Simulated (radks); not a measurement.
Results of a calculation; reference values are marked as such.
Spherical quantum dot in the effective-mass picture: electrons in a hard-walled sphere of radius 4.03, all in effective atomic units (hartree* = m*/eps^2 hartree, bohr* = eps/m* bohr), one dielectric constant everywhere. Level of theory: non-relativistic Kohn-Sham, LDA (Slater exchange, Perdew-Wang correlation), spin-polarised, spherical densities (a radial shooting solver with Libxc functionals). Levels are named by radial order and angular momentum (1s, 1p, 1d, 2s, ...), and open shells are averaged over m. Results are scaled to m* = 0.327 and eps = 17.3, for which hartree* = 29.73 meV and bohr* = 2.8 nm.

N = 18, configuration 1s2 1p6 1d10. This is the lowest configuration that the search found. Occupied and some empty levels:

| level | occupation | eigenvalue (meV) | <r> (nm) |
|---|---|---|---|
| 1s | 2 | 177.70 | 7.494 |
| 1p | 6 | 182.66 | 7.820 |
| 1d | 10 | 191.11 | 8.091 |
| 1f | 0 | 202.58 | 8.315 |
| 2s | 0 | 209.72 | 5.080 |
| 2p | 0 | 225.68 | 5.917 |

Energy (meV): total 1863.10, kinetic 506.46, external 0, Hartree 1562.4, exchange-correlation -205.78.
